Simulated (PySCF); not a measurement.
C₄H₉O₂ (SMILES COCC(C)[O]), doublet, geometry from GFN2-xTB. Base run: MP2/def2-SV(P) (PySCF).

PySCF was given this input:
```python
from pyscf import gto, scf, mp

mol = gto.Mole()
mol.atom = '''
    C     1.83398910   -0.05855055   -0.51584743
    O     1.01366474   -0.97588336    0.14035165
    C     0.17203845   -0.38862694    1.06563895
    C    -0.92067166    0.49003002    0.28976070
    C    -1.82286023   -0.43923206   -0.53159534
    O    -0.31173085    1.44111504   -0.39772340
    H     1.16581367    0.77483482   -0.87095043
    H     2.30969825   -0.56454254   -1.35220486
    H     2.57575336    0.38630225    0.15658947
    H     0.71290705    0.28270287    1.74358571
    H    -0.32942819   -1.18480196    1.61486023
    H    -1.50146339    0.93127672    1.13008781
    H    -2.55124252    0.16137083   -1.07071367
    H    -1.22878006   -0.99088187   -1.25557556
    H    -2.34370308   -1.13983724    0.11555395
'''
mol.basis = 'def2-sv(p)'
mol.spin = 1
mol.verbose = 3
mol.build()

mf = scf.UHF(mol)
mf.kernel()

pt = mp.MP2(mf)
pt.kernel()
print('E(MP2) = %.10f' % pt.e_tot)
```

Each row names what was changed in the base input (with any setting that the change needs).

| change | ΔE vs base (kcal/mol) | MP2 correlation (Eh) | basis functions |
|---|---|---|---|
| base | 0.000 | -0.84937 | 102 |
| cart = on | -31.56 | -0.87684 | 108 |
| frozen = 7 | 46.42 | -0.77539 | 102 |
| frozen = 5 | 7.76 | -0.83700 | 102 |
| frozen = 6 | 9.30 | -0.83455 | 102 |
| density fitting = JK and correlation | 0.146 | -0.84936 | 102 |

Open shells are given as the SCF converged; they aren't shown to be the lowest states, and a large step between rows can be another state.
